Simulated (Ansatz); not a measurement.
The cluster Si₅O₅⁺, relaxed as a doublet with UKS PBE0-D4/def2-SVP in Ansatz, starting from the GFN2-xTB geometry. Force threshold 0.03 eV/Å.

The structure comes from a short search, and lower isomers may exist.

Start:

```xyz
10

Si    2.592   -0.602    0.087
Si   -0.418   -1.426   -0.067
Si   -0.830    1.332    0.532
Si    0.939    1.359    2.034
Si   -1.943    0.184   -2.110
O     2.014    0.570    1.152
O    -0.827   -0.263    1.003
O     1.183   -1.348   -0.273
O    -1.586    1.292   -0.880
O    -1.125   -1.097   -1.476
```

Estimate the energy that the relaxation releases and the steps that it takes.

130.2 kJ/mol, in 13 steps; 77 s on 4 threads of Arm Neoverse V2 on a shared host. No frequencies were taken in this run, so the end may be a saddle point.

Does the start keep its bonding?

Bonds lost: Si3–Si4 (atoms count from 1). Bonds formed: Si4–O7 (atoms count from 1).

Predict the relaxed structure.


```xyz
10

Si    2.8987   -1.0620    0.4162
Si   -0.1688   -1.1140   -0.1153
Si   -1.6420    1.7466    0.4752
Si    1.0351    1.1134    1.9274
Si   -2.2299   -0.0025   -2.1878
O     2.2310    0.0761    1.5362
O    -0.2475    0.4913    0.6870
O     1.4291   -1.4063   -0.3516
O    -2.3161    1.1039   -0.8626
O    -0.9897   -0.9465   -1.5248
```
Bond lengths: 11 × O–Si 1.63 to 1.89 Å.
